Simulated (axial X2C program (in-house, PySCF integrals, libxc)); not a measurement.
**CsH⁻: from the spin-free to the two-component result**

Calculated with an in-house relativistic program for diatomic molecules. Spin-free means the one-electron spin-free X2C Hamiltonian; two-component (2c) means X2C with spin–orbit coupling and atomic mean-field two-electron Coulomb and Gaunt terms, so the difference of the two also holds small scalar two-electron terms. Basis: Cs dyall-acv3z [16s16p10d4f1g], H dyall-av3z [7s3p2d] (cores contracted in-house); Gaussian nuclei, density fitting, unrestricted open shells. Masses: Cs 132.905 u, H 1.008 u.

Spin-free state: M_S = 1/2, Λ = 0 (beyond evenly filled blocks: σα); fragments Cs + H- for PBE0, MP2, CCSD, CCSD(T), TPSSh; Cs- + H for HF.

```csv
level,Re (Å),ωe (cm⁻¹),De (eV),μ (D)
PBE0,2.619,725.3,1.478,4.73
HF,2.733,694.2,n/a,5.38
MP2,2.643,725.4,1.398,n/a
CCSD,2.679,694.4,1.340,n/a
CCSD(T),2.670,698.9,1.340,n/a
TPSSh,2.612,734.8,1.564,5.10
```

Correlated methods: 11 electrons correlated (number of frozen shells: Cs 4 s, 3 p, 2 d; H none), 263 virtual spin orbitals or spinors in MP2, 89 natural virtuals in coupled cluster.

Dipoles are positive if H is the positive end and refer to the centre of mass.

Two-component determinant lowest at the distance of the search:

Ω = 1/2 (⟨Sz⟩ = 0.50, ⟨Lz⟩ = 0.00 at HF); fragments Cs + H- for PBE0, MP2, CCSD, CCSD(T), TPSSh; Cs- + H for HF.

```
  level  Re (Å)  ωe (cm⁻¹)  De (eV)  μ (D)
   PBE0   2.617      726.1    1.480   4.75
     HF   2.731      694.6      n/a   5.40
    MP2   2.641      725.8    1.399    n/a
   CCSD   2.677      694.8    1.340    n/a
CCSD(T)   2.669      699.4    1.340    n/a
  TPSSh   2.603      738.4    1.569   4.99
```

(1) From the two tables, how do the constants change at the CCSD(T) level (2c against spin-free)?

The state is one determinant whose occupation by symmetry is held fixed; it was picked as the lowest of a PBE0 search that is not exhaustive. Dissociation energies refer to the lowest single-determinant-based atoms at the same level and basis. De is not given where an atomic determinant may have missed its ground term or J level, or where the truncated virtual space spoils (T). Density functionals use the spin component along the axis (collinear). CCSD and (T) use frozen natural virtuals with an MP2 correction for the truncation; (T) itself is uncorrected, so its De runs slightly low. PBE0 can misorder states that lie within some tenths of an eV, so this need not be the ground state of the molecule. The nearest other spin-free determinant of the search, M_S = 1/2, Λ = 1, lies 0.32 eV up at the distance of the search. At some level and bond length an empty orbital lies below a filled one. Some points did not converge and are left out. The highest occupied level of some functionals is positive through self-interaction error; at Hartree–Fock it is bound.

## Answers

(1) At the CCSD(T) level Re falls by 0.001 Å and ωe goes up by 0.5 cm⁻¹; De changes by 0.000 eV.
